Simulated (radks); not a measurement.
The numbers below are computed, except where a source is named.
Fractional charge and spin in the 5p shell of erbium: the spin-up occupation runs from 2 to 3 and the spin-down occupation from 2 to 3; the fullest corner is Er3+, [Kr] 4d10 4f(up 5.5, down 5.5) 5s2 5p(up 3, down 3). Code: a radial shooting solver on a logarithmic mesh with Libxc functionals. Model: scalar-relativistic Kohn-Sham, PBE, spin-polarised, spherical densities, point nucleus. Energy (eV) minus the two flat planes that join the four corners (they meet along the diagonal where the two added fractions sum to one electron); zero is where a piecewise linear energy would lie.

down \ up,2,2.25,2.5,2.75,3
2,0.000,-1.388,-1.846,-1.381,0.000
2.25,-1.388,-1.782,-1.256,0.184,-1.327
2.5,-1.846,-1.256,0.245,-1.207,-1.764
2.75,-1.381,0.184,-1.207,-1.706,-1.319
3,0.000,-1.327,-1.764,-1.319,0.000

Corners above the fullest one (they belong to Er4+ and the next ion): (up 3, down 2) 62.346 eV, (up 2, down 3) 62.346 eV, (up 2, down 2) 140.12 eV. With half an added electron in each spin the energy lies 0.245 eV from the planes, and with half an added electron in spin up alone -1.846 eV. The planes are only a guide here: the flat-plane condition holds for ground states with one frontier orbital, while this shell lies below other occupied shells, so the corners above the fullest one are inner-hole states and not the ground states of those ions.
